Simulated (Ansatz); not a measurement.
Process, species as SMILES: [Cl][K] → [Cl][K] as doublet, charge +1 + e-

Property: adiabatic ionisation energy (0 K, with zero-point energies), in eV. Conventions: open shells spin-unrestricted; non-relativistic; spin-orbit terms left out; 6-311+G** with 5d, 6d on Na to Ar in Ansatz (a program for electronic structure); 6-31G* and kin with 6d, 5d where marked; LANL2DZ with its own core potentials from Na on. First-principles rows: single points at B3LYP-D3(BJ) geometries (Ansatz), with unscaled harmonic terms from B3LYP/6-31G* (LANL2DZ past Ar) at its own minima. The spin state of an ion or metal species was assumed, not searched.

```json
[
 {"level": "PBE/STO-3G", "program": "Ansatz", "adiabatic ionisation energy (0 K, with zero-point energies) (eV)": "6.48"},
 {"level": "PBE/3-21G", "program": "Ansatz", "adiabatic ionisation energy (0 K, with zero-point energies) (eV)": "8.07"},
 {"level": "PBE/LANL2DZ", "program": "Ansatz", "adiabatic ionisation energy (0 K, with zero-point energies) (eV)": "7.92"},
 {"level": "PBE/6-31G*", "program": "Ansatz", "adiabatic ionisation energy (0 K, with zero-point energies) (eV)": "8.53"},
 {"level": "PBE/def2-SVP", "program": "Ansatz", "adiabatic ionisation energy (0 K, with zero-point energies) (eV)": "8.17"},
 {"level": "PBE/6-31G* with LANL2DZ past Ar", "program": "Ansatz", "adiabatic ionisation energy (0 K, with zero-point energies) (eV)": "8.04"},
 {"level": "PBE/6-311+G**", "program": "Ansatz", "adiabatic ionisation energy (0 K, with zero-point energies) (eV)": "8.56"},
 {"level": "PBE/def2-TZVPD", "program": "Ansatz", "adiabatic ionisation energy (0 K, with zero-point energies) (eV)": "8.49"}
]
```

No value to compare with is used here. The 7 habitual levels span 6.48 (PBE/STO-3G) to 8.56 eV (PBE/6-311+G**); PBE/def2-TZVPD gives 8.49.

The sets are all those run for this method; runs whose electronic state is in doubt are left out.
